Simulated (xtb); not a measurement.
xtb input:

```bash
xtb mol.xyz --gfn 1 --sp --chrg 0 --uhf 0
```
mol.xyz:
```
22

C      1.62930975    -1.36158193    -0.53645573
B      0.93541043    -0.04497075    -0.03186187
C      1.84686090     1.15884352     0.40148868
C     -0.65208395     0.05908372     0.03433046
C     -1.17725160    -1.06081615     0.95659174
C     -1.17048532     1.40576338     0.55656633
C     -1.21115156    -0.16504169    -1.38640768
H      2.29837153    -1.73967539     0.24597110
H      0.96924747    -2.17427558    -0.83947157
H      2.29082721    -1.12589437    -1.37851449
H      1.60900596     2.04904741    -0.19211916
H      1.63164281     1.44952620     1.43598939
H      2.91818349     0.97008098     0.31639503
H     -2.27065552    -1.03283639     0.99775413
H     -0.88275803    -2.05061765     0.60547284
H     -0.80912427    -0.94447160     1.97941015
H     -0.82203024     1.60689506     1.57179824
H     -0.84605102     2.23607881    -0.07417046
H     -2.26453234     1.41721456     0.57696873
H     -0.91748051    -1.13386151    -1.79247574
H     -0.86797208     0.60741453    -2.07979214
H     -2.30491584    -0.12727665    -1.37058975
```

**Question.** Predict the final energy.

**Answer.** -22.22665 Eh (GFN1-xTB).
